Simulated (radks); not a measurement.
The gadolinium ion Gd+ inside a hard spherical wall (all orbitals vanish at R), configuration held at [Xe] 4f7 5d1 6s1 and not refilled when levels cross. Method: scalar-relativistic Kohn-Sham, PBE, spin-unpolarised, spherical densities, point nucleus; computed with a radial shooting solver on a logarithmic mesh with Libxc functionals. Eigenvalues in eV, with the zero of energy where the potential of the charges vanishes at infinity; a dash marks a level that is unbound or too diffuse for the functional's potential to be trusted. A positive occupied level is held by the wall or, in an anion where self-interaction has pushed it up, behind a barrier. The pressure on the wall is -dE/dV.

| R (bohr) | E (hartree) | kinetic (hartree) | e(5p) | e(4f) | e(6s) | e(5d) | e(6p, empty) | e(7s, empty) | pressure (GPa) |
|---|---|---|---|---|---|---|---|---|---|
| free | -11270.8756 | 12103.750 | -33.596 | -15.030 | -9.276 | -8.404 | -5.733 | - | 0 |
| 20 | -11270.8756 | 12103.750 | -33.596 | -15.030 | -9.276 | -8.404 | -5.733 | - | < 0.0001 |
| 12 | -11270.8756 | 12103.750 | -33.594 | -15.028 | -9.274 | -8.402 | -5.722 | -2.469 | 0.000423 |
| 7 | -11270.8626 | 12103.847 | -33.169 | -14.587 | -8.756 | -8.007 | -4.521 | 4.436 | 0.739 |
| 6 | -11270.8336 | 12104.006 | -32.626 | -14.009 | -7.843 | -7.441 | -2.861 | 10.714 | 3.18 |
| 3 | -11268.7009 | 12113.056 | -20.934 | -0.648 | 31.089 | 9.626 | 48.504 | 136.07 | 980 |
| 2.5 | -11265.3499 | 12126.295 | -8.196 | 12.165 | 73.919 | 27.731 | 98.147 | 238.02 | 4140 |
| 1.5 | -11211.9062 | 12301.856 | 143.86 | 111.76 | 482.85 | 214.70 | 534.43 | 1032.2 | 176000 |
